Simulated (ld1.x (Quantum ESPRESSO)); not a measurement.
## Ca, TM semilocal: configuration errors across variants

* Element: calcium (Ca)
* Generator: ld1.x (Quantum ESPRESSO) 7.5
* Type: norm-conserving Troullier–Martins (semilocal form)
* Functional: PBE
* Relativity: scalar-relativistic
* Frozen core: [Ar]
* Valence charge: 2
* Reference configuration: 3d1 4s1 4p0
* Partial waves: 4s (bound): rc 3.80 bohr; 4p (bound, empty): rc 4.20 bohr; 3d (bound): rc 3.20 bohr
* Local potential: the d channel
* Core correction: none

All-electron excitation energies from the reference (eV): (1) 3d0 4s2 4p0 -2.282; (2) 3d0 4s1 4p0 4.027; (3) 3d0 4s1.5 4p0 0.221; (4) 3d0.5 4s1.5 4p0 -1.229; (5) 3d0 4s1 4p1 0.139; (6) 3d1 4s0 4p0 5.406; (7) 3d0 4s0 4p1 7.075.

In the semilocal form every listed channel keeps its own potential, so the choice of the local channel does not act on these tests. It acts once the file is put into the separable form.

A semilocal file is local in each channel, so a ghost entry of none says nothing of the separable form that plane-wave codes build from it.

3 further variants failed, have other tests or another functional or relativity, and are left out.

Errors AE − PS in meV (a dash: test not solved or not reliable):

| change | (1) | (2) | (3) | (4) | (5) | (6) | (7) | bound ghosts |
| --- | --- | --- | --- | --- | --- | --- | --- | --- |
| base | +312 | +371 | +334 | +49 | +344 | +117 | +493 | none |
| wave 4p (bound): rc 4.20 bohr becomes 4p (bound): rc 5.70 bohr | +312 | +371 | +334 | +49 | +346 | +117 | +504 | none |
| wave 4s (bound): rc 3.80 bohr becomes 4s (bound): rc 4.18 bohr | +299 | +364 | +324 | +47 | +333 | +109 | +480 | none |
| all radii scaled by about 1.31 (s 4.96, p 5.48, d 4.18 bohr) | +326 | +445 | +374 | +58 | +394 | +61 | +574 | none |
| local potential the p channel | +312 | +371 | +334 | +49 | +344 | +117 | +493 | none |
| core correction a·sin(br)/r model core inside 2.86 bohr | +160 | +166 | +162 | +25 | +141 | +47 | +143 | none |
| wave 3d (bound): rc 3.20 bohr becomes 3d (bound): rc 2.60 bohr | +280 | +332 | +299 | +38 | +303 | +115 | +440 | none |
| wave 3d (bound): rc 3.20 bohr becomes 3d (bound): rc 2.92 bohr | +301 | +355 | +321 | +45 | +327 | +117 | +469 | none |

Give the same row for: form changed from semilocal to separable (Kleinman–Bylander), still TM; local potential the s channel.

+312, +371, +333, +49, +344, +118, +491; bound ghosts: none.
